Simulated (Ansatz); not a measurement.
A nudged elastic band was laid between two geometries of C₃H₈OSi (13 atoms, charge 0, multiplicity 1).

The calculation used Ansatz 0.2.0, RKS PBE0-D4/6-31G.

```yaml
movable_images: 5
climbing_image: yes
spring: 5.0 eV/Å²
optimiser: quadratic models (default)
start_path: through a guess of the saddle point
force_threshold: 0.03 eV/Å
iteration_limit: 60
end_points: relaxed
```

First end point:

```xyz
13
Properties=species:S:1:pos:R:3
C -1.960 -0.373 -0.052
Si -0.279 -0.486 0.812
C 1.288 -0.673 -0.263
C 1.053 0.755 0.260
O 0.612 1.724 -0.697
H -1.851 0.320 -0.892
H -2.295 -1.345 -0.425
H -2.719 0.025 0.628
H -0.223 -1.002 2.216
H 2.157 -1.208 0.113
H 1.123 -0.815 -1.330
H 1.784 1.130 0.977
H 1.332 1.913 -1.332
```

Last end point:

```xyz
13
Properties=species:S:1:pos:R:3
C -1.921 -0.271 -0.070
Si -0.264 -0.320 0.854
C 1.280 -0.859 -0.125
C 1.201 0.650 0.066
O 0.989 1.344 -1.168
H -2.633 0.392 0.429
H -1.733 0.109 -1.079
H -2.366 -1.267 -0.149
H -0.280 -0.542 2.335
H 2.097 -1.382 0.364
H 1.110 -1.184 -1.149
H 1.971 1.090 0.702
H 0.569 2.206 -0.994
```

(1) What changes between the two ends?

(2) What energy profile does the band end with?

(3) What is the geometry of the highest image?

Answers

(1) No bond is made or broken. The dihedral H12–C4–O5–H13 goes from 71 to -70°.

(2) The run converged. The highest image is number 3 of 0 to 6, 0.110 eV above the first end and 0.145 eV above the last; the last end lies 0.036 eV below the first. Beside the main top the profile has a ripple of under 15 meV (maxima at images 1, 3), which may be a very shallow well or noise. A vibrational analysis at the climbing image gives one clearly imaginary mode, 259i cm⁻¹: a first-order saddle point. Limits of this set-up: no polarisation functions.

| image | path coordinate (Å) | energy (eV) | dihedral H12–C4–O5–H13 (°) |
| --- | --- | --- | --- |
| 0 | 0.00 | 0.000 | 71 |
| 1 | 1.29 | 0.029 | 72 |
| 2 | 2.57 | 0.016 | 68 |
| 3 | 3.86 | 0.110 | 146 |
| 4 | 4.45 | 0.087 | -171 |
| 5 | 5.04 | 0.054 | -121 |
| 6 | 5.63 | -0.036 | -70 |

(3) 
```xyz
13
Properties=species:S:1:pos:R:3
C -1.950 -0.237 -0.018
Si -0.283 -0.255 0.893
C 1.263 -0.740 -0.130
C 1.179 0.759 0.169
O 1.026 1.688 -0.907
H -2.697 0.308 0.567
H -1.831 0.278 -0.976
H -2.321 -1.249 -0.205
H -0.291 -0.611 2.348
H 2.089 -1.295 0.308
H 1.072 -1.037 -1.163
H 1.918 1.141 0.868
H 0.848 1.215 -1.739
```

Time of the run: 6.6 min on 1 thread of AMD EPYC 7R13 Processor (Zen 3), with other jobs on the host, peak memory 0.17 GiB.
